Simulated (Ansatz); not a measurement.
Coupled-cluster diagnostics for Si(OMe)2 (C2H6O2Si), Ansatz.

Geometry of the singlet (PBE-D4/def2-SVP):

```xyz
11

Si    0.036   -0.220   -0.677
O    -0.356    1.277   -0.006
C    -0.705    2.416   -0.769
H    -0.007    3.250   -0.544
H    -1.731    2.750   -0.502
H    -0.678    2.231   -1.869
O     0.318   -1.025    0.779
C     0.700   -2.384    0.867
H     0.790   -2.879   -0.128
H    -0.048   -2.948    1.465
H     1.681   -2.468    1.384
```

Correlated methods freeze 9 core orbitals.

Estimate the CCSD(T) correlation energy, the shares of MP2 and (T), T1 and the reference's ⟨S²⟩ for: charge 0, singlet, own geometry in def2-TZVP; and the rough time on 4 threads of Arm Neoverse V1 on a shared host.


```csv
state,basis,correlation (eV),MP2 share (%),(T) share (%),T1,⟨S²⟩ (pure),wall time
"charge 0, singlet, own geometry",def2-TZVP,-26.773,92.2,3.8,0.015,0.00 (0.00),66 s
```
Customary marks for T1 are 0.02 (closed shells), 0.045 (open shells) and about 0.05 (3d metals). T1 stays under 0.02 throughout.
